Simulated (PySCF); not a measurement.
C3H6BFN2, SMILES CN1CN=CB1F. Heavy atoms are numbered as in [CH3:1][N:2]1[CH2:3][N:4]=[CH:5][B:6]1[F:7]. Hydrogens are named by the atom that carries them.

Geometry optimised at B3LYP-D3(BJ)/def2-SVP. The structure was generated by enumeration, and PubChem lists no compound with its InChIKey, so it may never have been made. The values are those of a single conformer.

These are PBE/pcSseg-1 in PySCF values and carry that method's errors.

GIAO shieldings, no solvent; atoms alike by connectivity are averaged. δ = σ(ref) − σ: ¹³C against TMS (σ = 182.0 ppm); ¹⁵N against NH3 (σ = 267.0 ppm); ¹¹B against BF3 (σ = 83.9 ppm); ¹⁹F against CFCl3 (σ = 133.6 ppm); ¹H against TMS (σ = 31.49 ppm), references at their B3LYP-D3(BJ)/def2-TZVP geometries, non-relativistic.

Computed chemical shifts:
```tsv
nucleus	atoms	count	δ (ppm)
¹³C	C5 (CH)	1	182.3
¹³C	C3 (CH2)	1	89.6
¹³C	C1 (CH3)	1	33.1
¹⁵N	N4	1	445.8
¹⁵N	N2	1	148.4
¹¹B	B6	1	12.6
¹⁹F	F7	1	-173.1
¹H	H on C5	1	8.66
¹H	H on C3	2	5.37
¹H	H on C1	3	3.27
```
